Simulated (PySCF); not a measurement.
**PdCl: from constants to spectrum**

LDA constants of PdCl, ²Σ⁺ (doublet), unpaired electrons σ ↑ (PySCF, spin-free X2C with a Gaussian nucleus, basis sets Pd x2c-TZVPPall, Cl x2c-TZVPPall; masses 105.9035 and 34.9689 u):

```
ωe                   : 391.7 cm⁻¹
ωexe                 : 1.5 cm⁻¹
Be                   : 0.13618 cm⁻¹
αe                   : 0.000682 cm⁻¹
De to Pd (4d10) + Cl : 3.63 eV
```

Question: What force constant and bond length do these constants imply?

Answer: Reduced mass μred = 26.289 u; k = 5.8918×10⁻⁷·μred·ωe² (u, cm⁻¹, mdyn/Å) = 2.38 mdyn/Å; Re = √(16.8576/(μred·Be)) (u, cm⁻¹, Å) = 2.170 Å.

Question: Estimate the centrifugal constant D from the Kratzer relation and find the Dunham coefficient a1.

Answer: D = 4Be³/ωe² = 6.58e-08 cm⁻¹; a1 = −1 − αeωe/(6Be²) = -3.40.

The metal atom is held in its measured ground configuration; semilocal functionals can put another filling of s and d lower by some tenths of an eV, and De to that atom would be smaller. These are scalar-relativistic numbers at best; spin–orbit coupling would shift them, the dissociation energy most. The state is the lowest single determinant that the PBE0 search found; with open d or f shells the true ground state can be another one.
